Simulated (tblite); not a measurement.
Species: C7H17P.
Cartesian coordinates in Å at the GFN2-xTB level; atoms count from 1:
```xyz
25
C7H17P angstrom
C      3.9714    0.0341   -0.0437
C      2.6253   -0.5154    0.4091
P      1.2193    0.2710   -0.5302
C     -0.1554   -0.3369    0.5741
C     -1.5620    0.0175    0.0769
C     -1.6838    1.5302   -0.1027
C     -1.8224   -0.6763   -1.2596
C     -2.5861   -0.4600    1.1117
H      4.7836   -0.4563    0.4904
H      4.1099   -0.1301   -1.1106
H      4.0316    1.1048    0.1440
H      2.4864   -0.3589    1.4830
H      2.5812   -1.5923    0.2172
H      1.3642    1.5255    0.0819
H     -0.0021    0.0546    1.5841
H     -0.0543   -1.4268    0.6178
H     -1.4511    2.0480    0.8258
H     -2.6936    1.8005   -0.4034
H     -0.9916    1.8698   -0.8722
H     -1.7878   -1.7576   -1.1448
H     -2.8001   -0.4022   -1.6494
H     -1.0649   -0.3832   -1.9846
H     -3.5962   -0.2420    0.7720
H     -2.5015   -1.5335    1.2689
H     -2.4309    0.0397    2.0659
```

Method: GFN2-xTB as coded in tblite; computed harmonic values from a numerical Hessian at the method's own geometry, unscaled. Errors from tens to a few hundred cm⁻¹ against measured bands are possible. Modes of hydrogen on phosphorus can be 10 to 20 % off. One conformer, not necessarily the lowest.

Harmonic wavenumbers (cm⁻¹): 50.9, 63.9, 99.7, 113.1, 198.1, 206.4, 219.2, 241.6, 262.5, 265.2, 321.5, 329.1, 410.7, 414.2, 463.7, 691.4, 719.8, 726.7, 764.5, 811.8, 866.0, 918.7, 957.9, 964.2, 966.5, 969.1, 1012.2, 1028.8, 1036.8, 1044.2, 1075.2, 1112.7, 1191.2, 1226.5, 1258.9, 1268.1, 1277.9, 1288.0, 1402.9, 1405.9, 1411.5, 1425.2, 1443.3, 1454.3, 1487.7, 1489.4, 1493.9, 1496.8, 1500.9, 1504.0, 1507.3, 1511.0, 2231.8, 2923.1, 2928.4, 2934.6, 2942.9, 3009.7, 3014.9, 3019.2, 3020.8, 3022.0, 3024.4, 3025.6, 3028.2, 3031.0, 3032.5, 3033.4, 3037.2.

A = 3630, B = 744.3, C = 727.1 MHz; mass 132.107 u (most abundant isotopes); point group C1, symmetry number 1.

Zero-point energy?

Half the sum of the wavenumbers: 48815 cm⁻¹ = 139.57 kcal/mol.

Entropy at 350 K, 1 bar (ideal gas, RRHO, classical rotation)?

Translation 41.37, rotation 29.96, vibration 41.47: S = 112.8 cal/(mol K).

And Cp and H(350 K) − H(0)?

Cp = 51.05 cal/(mol K), of which vibrations give 43.10 (their classical limit is 69 R = 137.1); H(350 K) − H(0) = 10.44 kcal/mol without the zero-point energy, 7.66 from vibrations.

Blend soft modes into free rotors: weight 1/[1 + (100 cm⁻¹/ν̃)⁴] for the oscillator and the rest for a rotor with moment μB/(μ + B), μ = h/(8π²ν), B = 10⁻⁴⁴ kg m². What vibrational entropy results?

38.51 cal/(mol K) in place of 41.47, which changes −T·S at 350 K by +1.04 kcal/mol.

What must be added to the electronic energy to get the Gibbs energy at 350 K and 1 bar?

ZPE + [H(350 K) − H(0)] − T·S = 139.57 + 10.44 − 39.48 = 110.53 kcal/mol.

How do the functions run with temperature in this model?

```
 T (K)  S (cal/(mol K))  Cp (cal/(mol K))  H − H(0) (kcal/mol)  G − H(0) (kcal/mol)  ln q(vib)
    50             59.2              13.8                 0.51                -2.45       0.54
   100             71.2              21.4                 1.40                -5.72       1.91
298.15            105.1              44.6                 7.96               -23.39       8.23
373.15            116.2              53.9                11.65               -31.70      10.59
   500            134.0              68.3                19.42               -47.57      14.56
   750            166.0              89.6                39.33               -85.16      22.19
  1000            193.9             104.2                63.66              -130.22      29.44
```

q(vib) and H(0) count from the zero-point level.

Hindered rotation and anharmonicity are outside this model. Other conformers, if any are populated, would add a mixing term that is left out. The structure is chiral; the term R ln 2 for an equal mix with its mirror image is left out.
